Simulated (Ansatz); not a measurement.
Stepwise reaction of `[OH][Zr]([OH])([F])[F]` with hydrogen sulfide, as a gas-phase model of exchange steps in deposition or etching. ΔE in kJ/mol.

Gas-phase electronic energies from Ansatz, PBE0-D4/def2-TZVP geometries. CCSD(T)/CBS adds triple-zeta CCSD(T) − MP2 to the extrapolated MP2 energy (def2 sets, frozen cores). This one scheme is used for every species. DFT in def2-TZVPP. B3LYP here is the variant with VWN-RPA as its local correlation; programs differ in this. def2 core potentials past Kr. For Zr outer-core shells are correlated without core-valence functions, which leaves a few kJ/mol of doubt a bond. One conformer a species, not always the lowest.

| step | reaction | PBE-D4 | B3LYP-D4 | ωB97M-V | CCSD(T)/CBS |
| --- | --- | --- | --- | --- | --- |
| 1 | `[OH][Zr]([OH])([F])[F]` + H₂S → `[OH][Zr]([OH])([F])[SH]` + H–F | 82.2 | 88.5 | 89.6 | 78.6 |
| 2 | `[OH][Zr]([OH])([F])[SH]` + H₂S → `[OH][Zr]([OH])([SH])[SH]` + H–F | 78.4 | 84.5 | 86.4 | 73.5 |

(1) By hand: ΔE of the 2 steps together at CCSD(T)/CBS.

Answers

(1) (78.6) + (73.5) = 152.1 kJ/mol, or 76.0 kJ/mol a step.

In ΔE each step is lower than the one before. All are uphill at CCSD(T)/CBS. PBE-D4 differs from CCSD(T)/CBS by 3.6 to 4.9 kJ/mol a step. Isolated molecules leave out the surface, adducts and barriers. Largest T1 diagnostic: 0.017.
